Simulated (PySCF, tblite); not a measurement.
Compound: C5H6F2O.
Atom-mapped SMILES: `[CH3:1][C@@H:2]1[CH2:3][C@@:4]1([F:5])[C:6](=[O:7])[F:8]` (hydrogens: H9, H10, H11 on C1; H12 on C2; H13, H14 on C3)

Structure optimised with GFN2-xTB, isolated species.

Question: What internal coordinates does the optimisation give?

Answer: 
```csv
bond,length (bohr),order
C1–C2,2.844,single
C2–C3,2.818,single
C3–C4,2.858,single
C4–F5,2.578,single
C4–C6,2.774,single
C6=O7,2.226,double
C6–F8,2.599,single
C2–C4,2.877,single
"C1–H9, C1–H10, C1–H11",2.055,single
C2–H12,2.048,single
C3–H13,2.039,single
C3–H14,2.040,single
```

Bonds in one row agree within 0.02 bohr and their mean is given. Orders are formal, as drawn. A selection of angles:
```csv
angle,degrees
C1–C2–C3,120.8
C1–C2–C4,118.5
C3–C2–C4,60.2
C2–C3–C4,60.9
C3–C4–F5,116.6
C3–C4–C6,121.8
F5–C4–C6,111.9
C2–C4–C3,58.9
C2–C4–F5,117.0
C2–C4–C6,121.3
C4–C6–O7,130.6
C4–C6–F8,109.8
O7–C6–F8,119.6
```

Torsions: C1–C2–C3–C4 -107° (anticlinal); C2–C3–C4–F5 107° (anticlinal); C3–C4–C6–O7 -147° (anticlinal); C1–C2–C4–C3 111° (anticlinal).

Of the pairs four or more bonds apart, F5···H9 is among the closest relative to their van der Waals radii: 2.51 Å, 94 % of the sum of Bondi's values. The 5 C–C bonds span 1.468 Å (C4–C6, drawn single) to 1.522 Å (C2–C4, drawn single), a spread of 0.054 Å. The 3-membered ring C2–C3–C4 has internal angles of 58.9° to 60.9°.

Point group: C1 (no symmetry element, even within 0.4 Å). Its GFN2-xTB frequencies are all real (lowest 70 cm⁻¹). One conformer, not necessarily the lowest. 3 starts were optimised and ended at 0.00, 0.14 and 0.14 kcal/mol (GFN2-xTB); the lowest of these is shown.

These are computed values.
